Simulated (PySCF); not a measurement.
**How methods differ on the ionisation energy of B⁺**

B⁺ [He] 2s2 (1S) → B²⁺ [He] 2s1 (2S), as a difference of total energies. Calculation: PySCF 2.14, in cc-pVTZ-DK (4s3p2d1f, 30 functions); the spin-free X2C one-electron Hamiltonian (Gaussian nucleus). Correlated levels: valence: 1s2 frozen. The calculations carry no spin-orbit coupling.

Problem. Order these methods by the ionisation energy they give, lowest first.
A. M06-2X
B. SCS-MP2 (valence)
C. MP2 (valence)
D. UHF

Solution. D (23.445 eV), C (24.421 eV), B (24.617 eV), A (24.734 eV).

Errors of the correlated levels include the incompleteness of this basis and the frozen core.

With two correlated electrons CCSD is exact in that space.

The coupled-cluster amplitudes are large for B⁺ (T1 above 0.03 or a double amplitude above 0.15), so a single reference is strained.

For comparison: 25.155 eV (measured; NIST Atomic Spectra Database, ionization energies).
